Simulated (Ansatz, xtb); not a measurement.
# B2FH4Si: 11 structures ranked

11 gas-phase structures of B2FH4Si, found in a search over its isomers (lower ones may exist). Each was relaxed with GFN2-xTB; where two conformers were screened, the lower at r2SCAN-D4/def2-SVP//GFN2-xTB is listed:

A. `[BH][Si+]([BH3-])F`, a doublet
B. `FBB[SiH2]`, a doublet
C. `BB(F)[SiH2]`, a doublet
D. `BB[SiH]F`, a doublet
E. `F[B]B[SiH3]`, a doublet
F. `FB[B][SiH3]`, a doublet
G. `B[B][SiH2]F`, a doublet
H. `B[Si](B)F`, a doublet
I. `[BH]B[SiH2]F`, a doublet
J. `B[SiH]BF`, a doublet
K. a doublet given by its coordinates

K (Å):

```xyz
8

B    -1.5456   -2.1118   -0.6423
B    -1.4348   -2.0003    0.9188
F    -1.5617   -2.4841   -1.8995
Si   -0.6997   -0.3212   -0.0334
H    -2.3329   -1.6287    1.5919
H    -0.6013   -2.6124    1.4932
H     0.6633    0.0222   -0.4602
H    -1.4271    0.9529   -0.0477
```

Close contacts (Å): B1–B2 1.57, B1–F3 1.31, B1–Si4 2.07, B2–Si4 2.07, B2–H5 1.18, B2–H6 1.18, Si4–H7 1.47, Si4–H8 1.47.

**Question.** Which do you expect lowest at r2SCAN-D4/def2-SVP//GFN2-xTB, and how would the others follow?

**Answer.** Calculated order at r2SCAN-D4/def2-SVP//GFN2-xTB: E (0.0), J (16.0), B (28.9), K (39.8), H (52.8), D (63.3), I (66.8), C (71.6), F (72.8), G (86.2), A (193.1) kJ/mol. Less than 1 kcal/mol parts D and I; C and F, so the order within those pairs means little.

Energies above the lowest of each column, in kJ/mol; the last columns are at r2SCAN-D4/def2-SVP geometries and were run for some of them only (a dash: not run or not comparable):

| structure | GFN2-xTB | HF/STO-3G | r2SCAN-D4/def2-SVP//GFN2-xTB | r2SCAN-D4/def2-SVP | CCSD(T)/def2-SVP + ΔMP2/def2-TZVPP |
| --- | --- | --- | --- | --- | --- |
| E | 101.5 | 25.5 | 0.0 | 0.0 | 0.0 |
| J | 48.7 | 0.0 | 16.0 | 15.5 | 6.5 |
| B | 47.0 | 69.0 | 28.9 | 15.1 | 10.0 |
| K | 128.7 | 107.2 | 39.8 | – | – |
| H | 0.0 | 134.8 | 52.8 | – | – |
| D | 24.9 | 192.4 | 63.3 | – | – |
| I | 81.9 | 195.0 | 66.8 | – | – |
| C | 88.1 | 105.1 | 71.6 | – | – |
| F | 163.6 | 79.4 | 72.8 | – | – |
| G | 99.0 | 187.5 | 86.2 | – | – |
| A | 143.3 | 334.5 | 193.1 | – | – |

CCSD(T)/def2-SVP + ΔMP2/def2-TZVPP puts E lowest of those it was run on; GFN2-xTB picks H, HF/STO-3G picks J. Flexible structures stand in one conformer each, not always the lowest. Frequencies (r2SCAN-D4/def2-SVP) were run for B, E, J alone. Open shells are spin-unrestricted. ΔMP2 is the change of the MP2 energy from the smaller to the larger basis.

Over these structures GFN2-xTB departs from r2SCAN-D4/def2-SVP//GFN2-xTB by 41.5 kJ/mol on average once a common shift is removed. A GFN2-xTB relaxation took about 0.083 s and the r2SCAN-D4/def2-SVP//GFN2-xTB energy about 4.5 s on a shared host (Ansatz 0.2.0, xtb 6.7.1).
